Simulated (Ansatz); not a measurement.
Cost and result for the atomization energy of CH$_{9}$AlOSi$_{2}$, SMILES `[SiH3]C[O][AlH][SiH3]` (14 atoms, 13 bonds).

```xyz
14

Si   -1.886    1.086   -0.648
C    -0.112    1.578   -0.218
O     0.791    0.828   -0.995
Al    1.539   -0.678   -0.793
Si    1.118   -1.922    1.281
H    -2.869    1.810    0.203
H    -2.170    1.364   -2.080
H    -2.018   -0.381   -0.413
H     0.052    1.433    0.860
H     0.045    2.645   -0.414
H     2.451   -1.142   -1.999
H     2.383   -2.383    1.921
H     0.380   -1.102    2.285
H     0.296   -3.137    1.010
```

Charge 0, multiplicity 1. Geometry: relaxed with PBE0-D4/def2-TZVP. It is one conformer, not always the lowest. Program: Ansatz. All runs use 4 threads of an Arm Neoverse V2 on a shared host. Times are those of one run each, without the atoms' runs, and a repeat can differ threefold. Electronic energies, without spin–orbit coupling; frozen cores. CCSD(T)/CBS adds CCSD(T) − MP2 in def2-TZVPP to the MP2 limit, and its time is that of the two runs behind it. T1 = 0.014. B3LYP takes the VWN-RPA correlation (the form of Gaussian; ORCA's B3LYP/G).

CCSD(T)/CBS is a level of theory with its own doubt, some kJ/mol a heavy atom from the limit and from the frozen cores, so smaller differences don't rank the functionals.

```csv
level,functions,wall time,atomization (kJ/mol),difference from CCSD(T)/CBS,per bond
PBE-D4/def2-TZVPP (with forces),314,3.8 s,4443.0,-22.3,-1.7
PBE0-D4/def2-TZVPP,314,4.4 s,4406.2,-59.1,-4.5
B3LYP-D4/def2-TZVPP (with forces),314,6.5 s,4452.0,-13.3,-1.0
r2SCAN-D4/def2-TZVPP (with forces),314,7 s,4459.1,-6.2,-0.5
B2PLYP/def2-TZVPP,314,7 s,4393.2,-72.1,-5.5
ωB97X-V/def2-TZVPP,314,11 s,4488.3,23.0,1.8
ωB97M-V/def2-TZVPP (with forces),314,15 s,4459.7,-5.6,-0.4
MP2/def2-QZVPP,594,38 s,4422.7,-42.6,-3.3
CCSD(T)/def2-TZVPP,314,18 min,4351.9,-113.4,-8.7
CCSD(T)/CBS(def2),–,19 min,4465.3,0.0,0.0
```

The D4 term adds +50.0 kJ/mol with B3LYP and +26.9 kJ/mol with PBE0; it sums over pairs of atoms, weighted by their polarisabilities, and B3LYP, whose exchange is more repulsive, gets the larger term. From PBE to PBE0 (25 % exact exchange), in def2-TZVPP and without D4, the atomization energy moves by −32.6 kJ/mol: exact exchange takes away binding that semilocal exchange gives to molecules. In def2-TZVPP, CCSD(T) changes the Hartree–Fock value by +1017.2 kJ/mol (the triples alone add +47.6 kJ/mol) and MP2 by +1020.1 kJ/mol; breaking electron pairs costs correlation energy, which Hartree–Fock lacks.
